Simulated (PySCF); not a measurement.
AsI3: fields on a plane

Level of theory: PySCF, PBE0, basis As def2-SVP, I def2-SVP with ECP28 (scalar-relativistic core potentials, no spin–orbit coupling, density fitting).

The singlet minimum has As–I 2.566 Å (×3); I–As–I 101.6° (×3).

The plane holds As1 at (0.00, 0.00), I2 at (2.57, 0.00), I3 at (-0.52, 2.51) Å. Columns run from x = -2.55 to 4.95 Å, rows from y = 4.95 (top) to -1.95 Å, in steps of 0.3 Å. Other isomers or separated fragments may lie lower. Core electrons replaced by a potential are absent, the electrostatic potential uses the reduced nuclear charge, and values within about 0.7 Å of such atoms have no physical meaning.

Problem. Give the electrostatic potential (V) (cut at 20 V). Lower edges of the bins (V): '0' -0.29, '1' -0.17, '2' 0.02, '3' 0.32, '4' 0.80, '5' 1.56, '6' 2.75, '7' 4.65, '8' 7.66, '9' 12.44; top 20.0.

Solution. 
```
22233333322211111111111111
22333444332211111111111111
22344555443211111111111111
23345666654321000011111111
23456788765421000001111111
23468999987531000000111111
23579999998631000000011111
23589999999742000000011111
13689999999753100000011111
13589999999753210000011111
13579999999754322211111122
13468999998654444443322222
23456889987665566665543322
23456788998766788988654332
33456799999977899999875433
33456899999988999999986543
34457899999998999999986543
34457899999998999999986543
33456899999988999999986543
33456789999977899999875433
33345678888766788988754433
23344556776655566665543332
23333445555544444443332222
22333344444443322222222222
```

Problem. Give the electron localisation function (set to 0 where the density is under 0.005 e/Å³). Lower edges of the bins: '0' 0.000, '1' 0.086, '2' 0.172, '3' 0.258, '4' 0.344, '5' 0.430, '6' 0.516, '7' 0.602, '8' 0.688, '9' 0.774; top 0.86.

Solution. 
```
00000000000000000000000000
00000011111000000000000000
00011223333320000000000000
01234456666542000000000000
13466777888864200000000000
35788654689986300000000000
57897334259996300000000000
68994499727996100000000000
68993640936984000000000000
68994597826861000234300000
68996246337730003676532000
46888632467410037898753100
23567777776311379999874200
01223467765433688889985210
00012454223456753235886310
00013531661367526872686310
00025626556277349085476310
00036625556277349085476310
00037852562467526872576210
00026985224555753235885210
00014798766434788889975200
00001468764212689999864200
00000123331001478998753100
00000001100000256776531000
```
